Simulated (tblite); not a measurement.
Run record: molecular-dynamics run, `C=CC(=O)C(=C)CC`.

Computed with GFN2-xTB (tblite), gas phase: Langevin dynamics at 200 K from the optimised GFN2-xTB geometry, time step 0.5 fs, friction 0.01 fs⁻¹, 2000 steps. A driver script takes a list of jobs; this job's settings line and coordinates (Å) are shown. «temperature» is in K, «steps» counts time steps and «every» is the stride of the printed frames; «frames» go on to single points.

Command:
```bash
OMP_NUM_THREADS=1 python probes_run.py task.json out
```

Input:
```
{"job": {"kind": "md", "xc": "GFN2-xTB", "basis": "xTB", "temperature": 200, "steps": 2000, "every": 50, "frames": 5}, "charge": 0, "multiplicity": 1}
C      3.066935     0.355754     0.879169
C      1.845723    -0.162371     0.849741
C      0.876116     0.230505    -0.200334
O      1.082294     1.158850    -0.955870
C     -0.376844    -0.573877    -0.280220
C     -0.372865    -1.886431    -0.075864
C     -1.603211     0.195581    -0.676877
C     -2.087153     1.074293     0.477540
H      3.370730     1.062021     0.122928
H      3.790566     0.099997     1.634366
H      1.506226    -0.867436     1.593657
H      0.521820    -2.430655     0.175733
H     -1.268512    -2.474459    -0.193054
H     -2.395764    -0.490412    -0.979844
H     -1.344738     0.835317    -1.523497
H     -1.307350     1.772856     0.773123
H     -2.350006     0.462998     1.338818
H     -2.962728     1.643786     0.175509
```

Problem. What does the run print? One trajectory will do; the random numbers aren't given.

Solution. 
```
t/fs     T/K      E/eV
    0.0   169.6   -655.17782
   25.0   116.4   -654.94162
   50.0   151.2   -655.02504
   75.0   110.4   -654.88820
  100.0   143.6   -654.93678
  125.0   226.8   -654.93324
  150.0   146.5   -654.83987
  175.0   160.8   -654.85355
  200.0   200.4   -654.85221
  225.0   170.6   -654.86086
  250.0   149.5   -654.78016
  275.0   134.6   -654.83947
  300.0   110.7   -654.74038
  325.0   206.7   -654.87321
  350.0   179.9   -654.79697
  375.0   151.8   -654.75539
  400.0   161.9   -654.71751
  425.0   176.4   -654.70467
  450.0   153.4   -654.65860
  475.0   209.5   -654.82482
  500.0   187.0   -654.62018
  525.0   259.8   -654.72262
  550.0   226.4   -654.60474
  575.0   209.1   -654.60952
  600.0   203.0   -654.69851
  625.0   250.2   -654.72860
  650.0   237.0   -654.60471
  675.0   281.5   -654.59204
  700.0   261.0   -654.52858
  725.0   302.3   -654.70836
  750.0   235.3   -654.68408
  775.0   204.8   -654.70683
  800.0   215.7   -654.80570
  825.0   280.0   -654.82676
  850.0   269.4   -654.61537
  875.0   174.5   -654.50869
  900.0   225.9   -654.73974
  925.0   305.4   -654.79751
  950.0   243.2   -654.73077
  975.0   212.8   -654.63542
 1000.0   271.1   -654.72546
```

E is the potential energy; T comes from the kinetic energy over all 3N coordinates.

Problem. Sum up the printed frames.

Solution. 41 frames over 1000 fs. T runs from 110 K (75 fs) to 305 K (925 fs), with a mean of 202 K over all frames and 241 K from 500 fs on. E starts at -655.178 eV, peaks 0.669 eV above that at 875 fs, and averages 0.502 eV above it from 500 fs on.

Problem. Give the last frame.

Solution. 0.47 Å rms from the start after alignment:
```
atom  x, y, z in Å
C1      3.257    0.500    0.852
C2      2.118   -0.209    0.905
C3      1.073   -0.085   -0.084
O4      0.987    0.819   -0.884
C5     -0.021   -1.128   -0.156
C6      0.323   -2.373    0.088
C7     -1.472   -0.805   -0.509
C8     -2.351   -0.789    0.741
H9      3.502    1.216    0.070
H10     3.990    0.286    1.590
H11     2.018   -1.021    1.614
H12     1.347   -2.685    0.370
H13    -0.418   -3.197   -0.053
H14    -1.796   -1.510   -1.308
H15    -1.582    0.170   -1.011
H16    -2.431    0.237    1.119
H17    -1.853   -1.312    1.553
H18    -3.345   -1.227    0.569
```

On one thread, Arm Neoverse V1 (aarch64), shared host, this took 12 s of wall time and 0.18 GiB of memory at its peak.
